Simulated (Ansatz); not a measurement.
A run on `C[O][In]([SH])[SH]` with other settings.

```yaml
crystal:
  periodic: [false, false, false]
  atoms:
    - {symbol: C, position_ang: [-0.011811, 0.976191, 1.359078]}
    - {symbol: O, position_ang: [-0.168885, -0.346234, 0.919558]}
    - {symbol: In, position_ang: [-0.011810, -0.836079, -0.993858]}
    - {symbol: S, position_ang: [-0.317811, -3.127805, -1.469377]}
    - {symbol: S, position_ang: [0.457897, 0.880242, -2.562122]}
    - {symbol: H, position_ang: [0.982296, 1.386900, 1.131977]}
    - {symbol: H, position_ang: [-0.131156, 0.996009, 2.447494]}
    - {symbol: H, position_ang: [-0.762299, 1.658482, 0.935331]}
    - {symbol: H, position_ang: [-0.523127, -3.405842, -0.169374]}
    - {symbol: H, position_ang: [0.486706, 1.818156, -1.598705]}
basis:
  gaussian: {orbitals: STO-3G}
hamiltonian: {xc: {name: HSE06}, pseudopotentials: {relativity: none}}
output: {forces: true}
```

```sh
$ ansatz run in.yaml --threads 4 --pin off --events-out ev --progress --plain --max-ram 10444MiB
```

Output, abridged:

```
Functional definition: HSE06
777 factors; integrals over basis functions are off by at most 4.7e-5 eV
87 factors; integrals over basis functions are off by at most 2.1e-7 eV
mean field evaluation 1: about -179230.5928 eV, gradient 2.3e1 eV
mean field evaluation 2: about -179221.4554 eV, gradient 6.3e1 eV
mean field evaluation 4: about -179232.6899 eV, gradient 2.9e0 eV
mean field evaluation 8: about -179232.6906 eV, gradient 7.9e-2 eV
mean field -179232.69065962 eV, -6586.6798934597 hartree, gradient 3.1e-5 eV, S^2 0.000000; 0 other end points of the search recorded, 0 dependent functions left out
reference -179232.69068420 eV, -6586.6798943633 hartree; 50, 50 occupied and 10, 10 virtual orbitals, 777 factors
Total energy: -179232.69068420 eV, -6586.6798943633 hartree
Atom 0 at    -0.011811     0.976191     1.359078 Å, force     0.133933     0.576386    -0.297220 eV/Å
Atom 1 at    -0.168885    -0.346234     0.919558 Å, force    -0.163545    -2.439177    -1.830455 eV/Å
Atom 2 at    -0.011810    -0.836079    -0.993858 Å, force     0.016381     0.342280     0.334717 eV/Å
Atom 3 at    -0.317811    -3.127805    -1.469377 Å, force     0.224260     1.429582     0.022897 eV/Å
Atom 4 at     0.457897     0.880242    -2.562122 Å, force    -0.276674    -1.251447     0.612654 eV/Å
Atom 5 at     0.982296     1.386900     1.131977 Å, force     0.421265     0.482741     0.014655 eV/Å
Atom 6 at    -0.131156     0.996009     2.447494 Å, force    -0.049606     0.157573     0.640960 eV/Å
Atom 7 at    -0.762299     1.658482     0.935331 Å, force    -0.254294     0.588047    -0.062980 eV/Å
Atom 8 at    -0.523127    -3.405842    -0.169374 Å, force    -0.069376    -0.173998     0.336031 eV/Å
Atom 9 at     0.486706     1.818156    -1.598705 Å, force     0.017657     0.288013     0.228742 eV/Å
Dipole moment:     0.001939     0.148832     0.169520 e Å
```

Run time 1.4 s (4 threads of an Arm Neoverse V1 on a shared host); peak host memory 0.48 GiB.
